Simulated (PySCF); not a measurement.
H5PSi, SMILES [SiH3]P (connectivity only; charge and spin as stated), charge -1, multiplicity 2. Atoms are numbered in the order given.

```xyz
7

Si    -1.2911    -0.0726     0.0000
P      1.3705     0.1068     0.0000
H     -1.4138     0.8747     1.1798
H     -1.4138     0.8747    -1.1798
H     -2.7724    -0.6012     0.0000
H      1.5590    -0.8665     1.0341
H      1.5590    -0.8665    -1.0341
```
Charge -1, spin multiplicity 2.

The structure is a stationary point at TPSSh-D3(BJ)/def2-SVPD. The spin state was assumed, not searched.

Computed with PBE0/pcH-1 run with PySCF.

Unrestricted Kohn–Sham, ⟨S²⟩ = 0.757. Hyperfine tensors hold the contact and dipolar terms, without spin-orbit corrections.

Computed hyperfine couplings:
```json
[
 {"nucleus": "29Si no. 1", "A(iso) (MHz)": "-672.3", "A(iso) (G)": "-239.9", "dipolar principal values (MHz)": "-70.3, 24.5, 45.8"},
 {"nucleus": "31P no. 2", "A(iso) (MHz)": "197.8", "A(iso) (G)": "70.6", "dipolar principal values (MHz)": "-133.5, -124.5, 258.0"},
 {"nucleus": "1H no. 3", "A(iso) (MHz)": "-28.4", "A(iso) (G)": "-10.1", "dipolar principal values (MHz)": "-4.6, -2.0, 6.6"},
 {"nucleus": "1H no. 4", "A(iso) (MHz)": "-28.4", "A(iso) (G)": "-10.1", "dipolar principal values (MHz)": "-4.6, -2.0, 6.6"},
 {"nucleus": "1H no. 5", "A(iso) (MHz)": "189.4", "A(iso) (G)": "67.6", "dipolar principal values (MHz)": "-4.5, -0.9, 5.4"},
 {"nucleus": "1H no. 6", "A(iso) (MHz)": "-10.3", "A(iso) (G)": "-3.7", "dipolar principal values (MHz)": "-8.1, 0.7, 7.5"},
 {"nucleus": "1H no. 7", "A(iso) (MHz)": "-10.3", "A(iso) (G)": "-3.7", "dipolar principal values (MHz)": "-8.1, 0.7, 7.5"}
]
```

And the g tensor (effective nuclear charges for spin-orbit coupling, GIAO)? (The exact figures need the calculation; the answer reports its results.)

principal values 2.0005, 2.0029, 2.0039; isotropic 2.0024.
